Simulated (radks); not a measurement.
Spherical quantum dot in the effective-mass picture: electrons in a well V = -V0 / (1 + exp((r - R)/a)) with V0 = 11.1, R = 2.32, a = 0.26, with a point charge +2 (a donor) at the centre, all in effective atomic units (hartree* = m*/eps^2 hartree, bohr* = eps/m* bohr), one dielectric constant everywhere. Method: non-relativistic Kohn-Sham, LDA (Slater exchange, Perdew-Wang correlation), spin-polarised, spherical densities; computed with a radial shooting solver with Libxc functionals. Levels are named by radial order and angular momentum (1s, 1p, 1d, 2s, ...), and open shells are averaged over m. Results are scaled to m* = 0.356 and eps = 10.7, for which hartree* = 84.61 meV and bohr* = 1.591 nm. At N = 9 the configuration is 1s2 1p6 2s(up 1, down 0). Does electron 10 go into 1d down or 1d up or 2s down?

Answer. Into 2s down. The total energies of the other choices lie higher by 19.8 meV (1d up), 21.8 meV (1d down).
